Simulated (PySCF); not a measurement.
## UHF on Sr⁺ (strontium, charge +1)

Configuration: [Kr] 5s1, 2S determinant. Calculation: PySCF 2.14, in def2-TZVP with the def2 core potential (28 electrons) (6s4p3d, 33 functions); scalar relativity through the core potential.

- Total energy: -30.172767 hartree
- One-electron energy: -47.6678 hartree
- Hartree (Coulomb) energy: 21.2672 hartree
- Exchange energy: -3.7722 hartree
- ⟨S²⟩: 0.7504
- ⟨L²⟩: 0.000
- Sum of ⟨r⟩: 16.35 bohr
- Sum of ⟨r²⟩: 39.74 bohr²
- Time after the integrals: 0.05 s of wall time on 1 thread of Intel(R) Xeon(R) 6975P-C (shared host)

| shell | electrons | mean orbital energy (hartree) | rms radius, mean of both spins (bohr) |
| --- | --- | --- | --- |
| 4s α | 1 | -2.18547 | 1.46 |
| 4s β | 1 | -2.17665 | 1.46 |
| 4p α | 3 | -1.32396 | 1.68 |
| 4p β | 3 | -1.31965 | 1.68 |
| 5s α | 1 | -0.38473 | 4.30 |

Energies and moments cover only the electrons outside the core potential.
